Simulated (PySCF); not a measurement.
C2H6In, SMILES [CH3][In+][CH3], charge +1.

Geometry: B3LYP-D3(BJ)/def2-SVP. The spin state was assumed, not searched. The isomer is the one that the SMILES or the coordinates give; other isomers of the formula were not compared. The def2 effective core potentials stand for the cores of In; spin–orbit coupling is left out.

All values below come from TDDFT-CAM-B3LYP/def2-SVPD in PySCF.

Vertical excitations; the highest root listed may be one member of a degenerate set. Isolated molecule, no solvent. State labels are in the subgroup C2.

```
state  symmetry  energy (eV)  λ (nm)      f                                                  main pairs
-----  --------  -----------  ------  -----  ----------------------------------------------------------
S1            A         5.32     233  0.000                                  HOMO→LUMO (degenerate set)
S2            B         5.32     233  0.000                                HOMO→LUMO+1 (degenerate set)
S3            B         7.08     175  0.766                                            HOMO→LUMO+2 90 %
S4            A         8.76     141  0.000                        HOMO−3→LUMO 49 %, HOMO−2→LUMO+1 49 %
S5            B         8.78     141  0.001                 HOMO−3→LUMO+1, HOMO−2→LUMO (degenerate set)
S6            A         8.78     141  0.001                 HOMO−2→LUMO+1, HOMO−3→LUMO (degenerate set)
S7            A         8.83     140  0.000    HOMO−1→LUMO+2 48 %, HOMO−4→LUMO 22 %, HOMO−5→LUMO+1 22 %
S8            B         8.93     139  0.000                        HOMO−5→LUMO 49 %, HOMO−4→LUMO+1 49 %
S9            A         8.94     139  0.000  HOMO−2→LUMO+2, HOMO−5→LUMO+1, HOMO−4→LUMO (degenerate set)
S10           B         8.94     139  0.000  HOMO−3→LUMO+2, HOMO−4→LUMO+1, HOMO−5→LUMO (degenerate set)
T1            B         4.83     257      0                                            HOMO→LUMO+2 94 %
T2            A         5.00     248      0                                  HOMO→LUMO (degenerate set)
T3            B         5.00     248      0                                HOMO→LUMO+1 (degenerate set)
T4            A         7.52     165      0                                          HOMO−1→LUMO+1 96 %
```
Triplets are in the Tamm–Dancoff approximation, which puts them higher than full response would, so one can lie above its singlet here.
